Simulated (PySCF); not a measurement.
# benzotrifluoride: full NMR table

| Property | Result |
| --- | --- |
| Formula | C7H5F3 |
| SMILES | FC(F)(F)c1ccccc1 |
| Point group of the computed structure | C1 |
| Degrees of unsaturation | 4 |
| Carbon signals | 5 |
| Proton signals | 3 |

Mapped SMILES: `[F:1][C:2]([F:3])([F:4])[c:5]1[cH:6][cH:7][cH:8][cH:9][cH:10]1`; H(Xn) means a hydrogen on atom n.

[PySCF 2.14.0 with density-fitted response routines: NMR shieldings at B97-2/pcSseg-2/GIAO; geometry: PBE0-D3(BJ)/def2-TZVP; single conformer; in vacuum; equivalent nuclei averaged; relativity neglected]

References, each an isolated molecule treated in the same way: TMS for ¹H, ¹³C; ¹⁹F against CFCl3.

| carbon | δC, type | δH (multiplicity) | HMBC from (2–3 bonds) | span of the C tensor (ppm) |
| --- | --- | --- | --- | --- |
| C2 | 135.8, C | – | H(C6)/H(C10) | 15 |
| C5 | 140.1, C | – | H(C6)/H(C10), H(C7)/H(C9) | 208 |
| C6/C10 | 132.9, CH | 7.99 (m) | H(C6)/H(C10), H(C8), H(C7)/H(C9) | 233 |
| C7/C9 | 135.2, CH | 7.75 (m) | H(C6)/H(C10), H(C8), H(C7)/H(C9) | 237 |
| C8 | 138.1, CH | 7.79 (m) | H(C6)/H(C10), H(C7)/H(C9) | 242 |

Other nuclei:
```
   atoms  nucleus              environment  δ (ppm)  σ (ppm)
F1/F3/F4      ¹⁹F  fluorine of a CF3 group    -75.1    251.1
```

Carbon types of the structure: 2 × C, 5 × CH, which accounts for all hydrogens. δC 140.1: substituted aromatic carbon. δC 138.1, 135.2, 132.9: aromatic CH; the aromatic region. δC 135.8: CF3 carbon; 3 electronegative neighbours deshield it. δH 7.99, 7.79, 7.75: hydrogen on an aromatic CH; aromatic region.

Splittings by ¹⁹F in the carbon and heteronuclear signals aren't shown, as no couplings were computed. Shifts are as computed. Against solution values, carbons near 30 ppm lie about +3 ppm off and those near 130 ppm about +7 ppm. Of 1309 compounds with measured shifts, 239 miss one by over three times the rms of a fit or turn the order of signals round; such compounds aren't used in these exercises. Unscaled 19F shifts against computed CFCl3 carry errors that often reach 10 to 50 ppm. Multiplicities follow the n + 1 count of equivalent neighbours, as no J values were calculated; m marks all less simple cases, F and P coupling included.
